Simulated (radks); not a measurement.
Ce I, 58 electrons, occupied as [Xe] 4f1 5d1 6s2.

Calculated with a radial shooting solver on a logarithmic mesh with Libxc functionals: Dirac Kohn-Sham, LDA (Slater exchange, Perdew-Wang correlation), spin-unpolarised, spherical densities, point nucleus; open shells are shared between the two j in proportion to 2j + 1.

Energy parts (eV):
| part | energy |
|---|---|
| total | -241054.95 |
| kinetic | 258574.49 |
| electron-nucleus | -587340.40 |
| Hartree | 93245.76 |
| exchange-correlation | -5534.79 |

Orbitals (lengths in bohr, moments of r in powers of bohr; r(max) is where P^2 peaks):
orbital      occ.  eigenvalue (eV)   r(max)
1s1/2           2        -40194.70  0.01575
2s1/2           2        -6434.181  0.08929
2p1/2           2        -6077.359  0.06799
2p3/2           4        -5631.324  0.07325
3s1/2           2        -1385.041   0.2551
3p1/2           2        -1233.652   0.2417
3p3/2           4        -1146.046   0.2532
3d3/2           4        -880.4102   0.2032
3d5/2           6        -861.5770   0.2064
4s1/2           2        -279.8739   0.5934
4p1/2           2        -223.6580   0.6025
4p3/2           4        -204.7045   0.6272
4d3/2           4        -112.2667   0.6479
4d5/2           6        -108.9483   0.6560
5s1/2           2         -40.6774    1.369
5p1/2           2         -25.2463    1.495
5p3/2           4         -22.4452    1.564
4f5/2    0.428571          -5.7994   0.7063
4f7/2    0.571429          -5.4654   0.7112
6s1/2           2          -3.8804    3.690
5d3/2         0.4          -3.3017    2.158
5d5/2         0.6          -3.0981    2.200

The highest occupied level is 5d5/2 at -3.098 eV. The density falls to 0.001 e/bohr^3 at r = 5.42 bohr. For comparison, the ionisation energy in NIST's Atomic Spectra Database is 5.539 eV (measured). In exact Kohn-Sham theory the highest level is minus the ionisation energy, but local and semilocal functionals leave it too shallow, through self-interaction and a potential that decays too fast; potentials with the right tail come closer. Summed over all electrons, <r^2> = 92.32 bohr^2, which gives a Langevin (diamagnetic) susceptibility term of -73.1 x 10^-6 cm^3/mol.

Beside tabulated values, note that spin-unpolarised runs miss the spin-polarisation part of the exchange energy of open shells.
